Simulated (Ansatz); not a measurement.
Consider the substitution at a C–O bond: `C/C=C/O` + HI → `C/C=C/I` + H₂O.

Gas-phase electronic energies from Ansatz, PBE0-D4/def2-TZVP geometries. CCSD(T)/CBS adds triple-zeta CCSD(T) − MP2 to the extrapolated MP2 energy (def2 sets, frozen cores). This one scheme is used for every species. Double bonds are as drawn, so ΔE can hold a change between cis and trans. Functionals use def2-TZVPP. Elements past krypton have def2 core potentials. For I outer-core shells are correlated without core-valence functions, which leaves a few kJ/mol of doubt a bond. Each species was taken in one conformer, which may not be the lowest.

`C/C=C/O`:

Cartesian coordinates in Å:
```
C -0.495 0.592 -1.205
C 0.283 -0.179 -0.193
C -0.007 -0.194 1.102
O 0.651 -0.867 2.077
H -0.918 -0.063 -1.973
H -1.322 1.131 -0.737
H 0.131 1.326 -1.722
H 1.135 -0.759 -0.548
H -0.843 0.363 1.513
H 1.385 -1.350 1.685
```

HI:

```xyz
2

I     0.597   -0.416   -0.344
H    -0.597    0.416    0.344
```

`C/C=C/I`:

Z-matrix (Å, degrees):
```
C
C 1 1.491
H 1 1.094 2 110.7
H 1 1.094 2 110.7 3 -118.3
H 1 1.091 2 111.8 3 120.9
C 2 1.323 1 123.5 3 -120.8
H 2 1.087 1 117.1 3 59.2
I 6 2.078 2 123.6 1 -180.0
H 6 1.083 2 123.3 1 0.0
```

H₂O:

```xyz
3

O     0.126   -0.136    0.342
H    -0.744    0.215    0.137
H     0.618   -0.079   -0.479
```

| level | ΔE (kcal/mol) |
| --- | --- |
| B97M-V | -2.5 |
| PBE0-D4 | -3.4 |
| HF/def2-QZVPP | -1.3 |
| CCSD/CBS(def2) | -6.5 |

Q: What does CCSD(T)/CBS give? (Estimate.)

A: The calculation gave: -7.3 kcal/mol. The listed levels differ from it by 4.8, 3.9, 6.0, 0.8 kcal/mol.

Q: What do rigid-rotor, harmonic-oscillator terms from PBE0-D4/def2-TZVP frequencies (298.15 K, 1 bar) make of the CCSD(T)/CBS value? (An estimate is asked.)

A: Computed: ΔZPE = +0.6 kcal/mol, ΔH = -6.2 kcal/mol, ΔS = 10 J/(mol·K), ΔG = -6.9 kcal/mol.

Largest T1 diagnostic among the species: 0.011.

In def2-TZVPP, CCSD(T) changes the Hartree–Fock value by −4.4 kcal/mol (the triples alone add −0.7 kcal/mol) and MP2 by −7.0 kcal/mol. The D4 term adds −1.4 kcal/mol with B3LYP and −0.7 kcal/mol with PBE0; it sums over pairs of atoms, weighted by their polarisabilities, and B3LYP, whose exchange is more repulsive, gets the larger term.

B3LYP here is the variant with VWN-RPA as its local correlation; programs differ in this.
